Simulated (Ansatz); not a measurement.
```yaml
crystal:
  periodic: [false, false, false]
  atoms:
    - {symbol: C, position_ang: [-0.793769, -1.362835, 1.666060]}
    - {symbol: C, position_ang: [-1.060043, 0.063417, 1.183552]}
    - {symbol: C, position_ang: [-1.419812, 0.989632, 2.345712]}
    - {symbol: Si, position_ang: [0.377909, 0.730517, 0.206317]}
    - {symbol: F, position_ang: [1.620393, 0.925554, 1.194986]}
    - {symbol: F, position_ang: [0.003892, 2.197140, -0.311740]}
    - {symbol: C, position_ang: [0.934054, -0.289867, -1.248764]}
    - {symbol: C, position_ang: [-0.220989, -0.565468, -2.211985]}
    - {symbol: C, position_ang: [2.117031, 0.362209, -1.965206]}
    - {symbol: H, position_ang: [0.067026, -1.397336, 2.340001]}
    - {symbol: H, position_ang: [-1.655360, -1.750501, 2.217861]}
    - {symbol: H, position_ang: [-0.596108, -2.051071, 0.839926]}
    - {symbol: H, position_ang: [-1.909472, 0.040460, 0.487202]}
    - {symbol: H, position_ang: [-0.597236, 1.057990, 3.062712]}
    - {symbol: H, position_ang: [-1.648908, 2.001782, 2.005287]}
    - {symbol: H, position_ang: [-2.294293, 0.610324, 2.883179]}
    - {symbol: Xx, position_ang: [1.271874, -1.247768, -0.830121]}
    - {symbol: H, position_ang: [0.114397, -1.184978, -3.049148]}
    - {symbol: H, position_ang: [-1.050146, -1.088369, -1.727945]}
    - {symbol: H, position_ang: [-0.615025, 0.364319, -2.632216]}
    - {symbol: H, position_ang: [2.961064, 0.527875, -1.292161]}
    - {symbol: H, position_ang: [1.834716, 1.329663, -2.389140]}
    - {symbol: H, position_ang: [2.463504, -0.269589, -2.788768]}
basis:
  gaussian: {orbitals: def2-SVPD}
total_charge: 1
magnetization: {spin_polarized: true, initial_magnetization: 1}
hamiltonian: {xc: {name: wB97M-V}}
```

```sh
$ ansatz run in.yaml --threads 4 --pin off --events-out ev --progress --plain --max-ram 66560MiB --backend cpu
```

(1) How does Ansatz answer? (Best estimate.)

Results:

(1) Computed: The input was rejected before any iteration.
```
Error: YAML parse error: error: line 20 column 16: `Xx` is not an element symbol (H … Og, case-exact)
18 |     - {symbol: H, position_ang: [-1.648908, 2.001782, 2.005287]}
19 |     - {symbol: H, position_ang: [-2.294293, 0.610324, 2.883179]}
20 |     - {symbol: Xx, position_ang: [1.271874, -1.247768, -0.830121]}
21 |     - {symbol: H, position_ang: [0.114397, -1.184978, -3.049148]}
22 |     - {symbol: H, position_ang: [-1.050146, -1.088369, -1.727945]}
```
